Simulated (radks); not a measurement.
Results of a calculation; reference values are marked as such.
Valence configurations of neutral cerium (all share [Xe]). Level of theory: scalar-relativistic Kohn-Sham, PBEsol, spin-unpolarised, spherical densities, point nucleus (a radial shooting solver on a logarithmic mesh with Libxc functionals). Energies are relative to 4f1 5d1 6s2; eigenvalues in eV.

| valence | E (eV) | e(4f) | e(5d) | e(6p) | e(6s) |
|---|---|---|---|---|---|
| 4f1.5 5d0.5 6s2 | -0.652 | -2.804 | -2.574 | - | -3.609 |
| 4f1 5d1 6s2 | 0.000 | -5.423 | -3.073 | - | -3.770 |
| 4f1 5d2 6s1 | 0.907 | -3.834 | -2.125 | - | -3.223 |
| 4f0.5 5d2 6s1.5 | 2.016 | -7.414 | -3.025 | - | -3.603 |
| 4f1 6s2 6p1 | 2.317 | -8.479 | - | -2.172 | -4.984 |
| 5d2 6s2 | 4.840 | - | -4.083 | - | -4.020 |
| 4f1 5d1 6p2 | 5.049 | -7.615 | -4.780 | -2.303 | - |
| 5d1 6s2 6p1 | 8.214 | - | -6.308 | -2.251 | -5.297 |

NIST lists [Xe] 4f1 5d1 6s2 as the ground configuration; this level of theory puts 4f1.5 5d0.5 6s2 lower, by 0.652 eV. The energies are those of spherical spin-averaged densities, not of single terms. No valid solution was reached for [Xe] 4f2 5d1 6s1; [Xe] 4f2 5d2.
